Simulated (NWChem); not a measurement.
System: ZrNH₅; SMILES [NH2][ZrH3]

The following NWChem deck was run.

```
start job
memory heap 200 mb stack 900 mb global 1100 mb
geometry units angstroms noautoz
  Zr    -0.000288    -0.301471     0.100712
  N      0.000922     1.688630     0.021123
  H      0.830788     2.282321     0.004910
  H     -0.827676     2.284046     0.002264
  H      1.562385    -0.894397     0.924420
  H     -1.567470    -0.893513     0.916488
  H      0.004256    -0.815278    -1.682974
end
basis spherical
  * library def2-svp
end
ecp
  Zr library def2-ecp
end
dft
  xc m05-2x
  iterations 150
  mulliken
end
task dft energy
```

Geometry: optimised at PBE0/def2-SVP. def2 effective core potentials on Zr; no spin-orbit coupling.

Task: What results follow from this input? (M05-2X/def2-SVP with def2 effective core potentials on Zr.) Quantities: energy (Ha); highest occupied level (eV); orbital gap (eV); dipole (D).

Result: 
```yaml
energy (Ha): -104.63
highest occupied level (eV): -9.13
orbital gap (eV): 8.29
dipole (D): 2.38
```
